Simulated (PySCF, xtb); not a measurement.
C3H9In, SMILES C[CH2][InH][CH3]. Other conformers were not sampled.

Harmonic wavenumbers (cm⁻¹) from GFN2-xTB in xtb 6.7.1 at its own minimum, in rising order: 27, 46, 65, 166, 179, 284, 388, 447, 454, 557, 618, 633, 913, 970, 1053, 1170, 1200, 1215, 1355, 1402, 1440, 1447, 1454, 1487, 1490, 2907, 2922, 2957, 2963, 2972, 2976, 2984, 2987.

Q: What does r2SCAN-D4/def2-SVP in PySCF give at its own minimum? (The exact figures need the calculation; the answer reports its results.)

A: 25, 30, 80, 200, 220, 326, 427, 477, 517, 569, 662, 713, 922, 955, 1044, 1165, 1179, 1239, 1388, 1425, 1430, 1430, 1469, 1478, 1722, 3008, 3025, 3036, 3074, 3090, 3115, 3140, 3161. Paired by order, the mean absolute difference is 55 cm⁻¹ and the zero-point energies are 63.1 and 65.4 kcal/mol.
